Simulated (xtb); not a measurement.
C2H6ClSn (SMILES [CH3][Sn]([CH3])[Cl]), doublet, geometry from GFN2-xTB (such geometries of metal compounds can be far from the true shape) (the spin is typed, not shown lowest); GFN2-xTB in xtb.

The xtb input:
```
$ xtb coord --gfn 2 --uhf 1 --json

# file coord
$coord
     -0.6228120811       0.4460316226       0.4908746723  sn
     -3.1053460847      -2.6514176935      -1.3926595001  c
     -2.1162833866      -3.1494880461      -3.1175549249  h
     -4.9680335166      -1.9150447697      -1.8211226790  h
     -3.2518440412      -4.2890247033      -0.1699748556  h
      0.3967113959       3.4779980356      -2.5211800934  c
      0.9909302011       2.4116233914      -4.1676878455  h
      1.9363723888       4.6524529199      -1.8524335134  h
     -1.2362576024       4.6315017153      -2.9656309222  h
      3.2963251706      -1.7413578873       0.7666887229  cl
$end
```

What the program printed (banner, timings and long lists left out):

```
   ID    Z sym.   atoms
    1   50 sn     1
    2    6 c      2, 6
    3    1 h      3-5, 7-9
    4   17 cl     10

           -------------------------------------------------
          |                Calculation Setup                |
           -------------------------------------------------

           -------------------------------------------------
          |                 G F N 2 - x T B                 |
           -------------------------------------------------

          ...................................................
          :                      SETUP                      :
          :.................................................:
          :  # basis functions                  34          :
          :  # atomic orbitals                  32          :
          :  # shells                           16          :
          :  # electrons                        25          :
          :  max. iterations                   250          :
          :  Hamiltonian                  GFN2-xTB          :
          :  restarted?                      false          :
          :  GBSA solvation                  false          :
          :  PC potential                    false          :
          :  electronic temp.          300.0000000     K    :
          :  accuracy                    1.0000000          :
          :  -> integral cutoff          0.2500000E+02      :
          :  -> integral neglect         0.1000000E-07      :
          :  -> SCF convergence          0.1000000E-05 Eh   :
          :  -> wf. convergence          0.1000000E-03 e    :
          :  Broyden damping             0.4000000          :
          :  net charge                          0          :
          :  unpaired electrons                  1          :
          ...................................................

 iter      E             dE          RMSdq      gap      omega  full diag
   1    -13.6115566 -0.136116E+02  0.109E+01    4.25       0.0  T
   2    -13.4427986  0.168758E+00  0.108E+01    7.57       1.0  T
   3    -14.0956524 -0.652854E+00  0.358E+00    5.54       1.0  T
   4    -14.0956982 -0.457433E-04  0.357E+00    5.54       1.0  T
   5    -14.0611784  0.345198E-01  0.218E+00    5.90       1.0  T
   6    -14.0973761 -0.361977E-01  0.246E-01    5.50       1.0  T
   7    -14.0974299 -0.538224E-04  0.163E-01    5.45       1.0  T
   8    -14.0975619 -0.131983E-03  0.119E-01    5.50       1.0  T
[...]
         :: total energy             -13.988174968407 Eh    ::
[...]
     5   1 h        0.925     0.054     2.267     2.354
     6   6 c        3.600    -0.169    24.467     7.155
     7   1 h        0.925     0.053     2.288     2.365
     8   1 h        0.925     0.055     2.263     2.352
     9   1 h        0.925     0.046     2.376     2.410
    10  17 cl       0.803    -0.270   107.622    15.870

 Mol. C6AA /au·bohr⁶  :       2386.126401
 Mol. C8AA /au·bohr⁸  :     137863.536200
 Mol. α(0) /au        :         84.261546

Wiberg/Mayer (AO) data.
largest (>0.10) Wiberg bond orders for each atom

 ---------------------------------------------------------------------------
     #   Z sym  total        # sym  WBO       # sym  WBO       # sym  WBO
 ---------------------------------------------------------------------------
     1  50 sn   2.697 --    10 cl   1.059     2 c    0.746     6 c    0.746
     2   6 c    3.902 --     4 h    0.972     5 h    0.968     3 h    0.964
                             1 sn   0.746     6 c    0.173
     3   1 h    0.997 --     2 c    0.964
     4   1 h    0.998 --     2 c    0.972
     5   1 h    0.997 --     2 c    0.968
     6   6 c    3.902 --     9 h    0.973     8 h    0.968     7 h    0.964
                             1 sn   0.746     2 c    0.173
     7   1 h    0.997 --     6 c    0.964
     8   1 h    0.997 --     6 c    0.968
     9   1 h    0.998 --     6 c    0.973
    10  17 cl   1.212 --     1 sn   1.059
 ---------------------------------------------------------------------------

Topologies differ in total number of bonds
Writing topology from bond orders to xtbtopo.mol

molecular dipole:
                 x           y           z       tot (Debye)
 q only:       -1.032       0.570      -0.108
   full:       -1.368       0.769      -0.065       3.992
molecular quadrupole (traceless):
                xx          xy          yy          xz          yz          zz
 q only:       -2.628       2.604       0.925      -1.188       0.568       1.703
  q+dip:       -2.940       3.080       1.340      -1.635       0.680       1.600
   full:       -3.826       3.139       0.737      -1.952       1.260       3.089

           -------------------------------------------------
          | TOTAL ENERGY              -13.988174968407 Eh   |
          | GRADIENT NORM               0.000142316733 Eh/α |
          | HOMO-LUMO GAP               5.481402244499 eV   |
           -------------------------------------------------

normal termination of xtb
```
